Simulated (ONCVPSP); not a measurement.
## An all-electron radial function and its pseudo partner (nitrogen)

Columns: radius, all-electron u(r) and pseudo u(r) of the 2p shell (level -7.06 eV) of nitrogen in the configuration [He] 2s2 2p3; BLYP, scalar-relativistic, ONCV scheme, ONCVPSP 4.0.1.

```csv
r (bohr),all-electron,pseudo
0.082,0.0524,0.0218
0.165,0.1629,0.0852
0.248,0.2878,0.1819
0.330,0.4050,0.2980
0.413,0.5085,0.4225
0.495,0.5928,0.5396
0.578,0.6601,0.6419
0.660,0.7101,0.7204
0.742,0.7451,0.7743
0.825,0.7672,0.8051
0.908,0.7780,0.8157
0.990,0.7795,0.8114
1.072,0.7737,0.7973
1.155,0.7620,0.7772
1.238,0.7458,0.7543
1.320,0.7265,0.7304
1.402,0.7048,0.7062
1.485,0.6811,0.6814
1.568,0.6563,0.6563
1.650,0.6311,0.6311
1.733,0.6054,0.6054
1.815,0.5800,0.5800
1.898,0.5546,0.5546
1.980,0.5299,0.5299
2.062,0.5057,0.5057
2.145,0.4819,0.4819
```

Question: How many radial nodes do the two functions have?

Answer: The all-electron 2p function has n − l − 1 = 0; the pseudo-wave has 0.

Question: At about which radius was the pseudo-wave matched?

Answer: 1.65 bohr. The columns agree to 0.0005 from 1.49 bohr on; several derivatives are matched, so the curves merge somewhat inside the radius.

Question: Is the pseudo-wave norm-conserving?

Answer: Yes: the ONCV scheme keeps the norm inside the radius equal to the all-electron one, which fixes the energy derivative of the logarithmic derivative at the level.
